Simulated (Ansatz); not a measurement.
Ansatz results at the PBE0-D4/def2-TZVP geometry: LUMO energy (PBE0/def2-TZVPP) 0.01 eV; LUMO energy (B3LYP/def2-TZVPP) -0.24 eV; size of the dipole moment (ωB97M-V/def2-TZVPP) 2.47 D.

Each molecule was computed in one conformer, which needn't be the lowest.

(1) Which molecule gave them?
A. `C1=NCO1`
B. `NC#CCO`
C. `[SiH3][CH2][GeH2][Cl]`
D. `C=C([SiH3])BC`

Results:

(1) C. The others give `NC#CCO`: 0.73, 0.34, 3.24; `C1=NCO1`: 0.03, -0.27, 0.97; `C=C([SiH3])BC`: -1.85, -2.05, 0.62.

B3LYP here is the variant with VWN-RPA as its local correlation; programs differ in this.
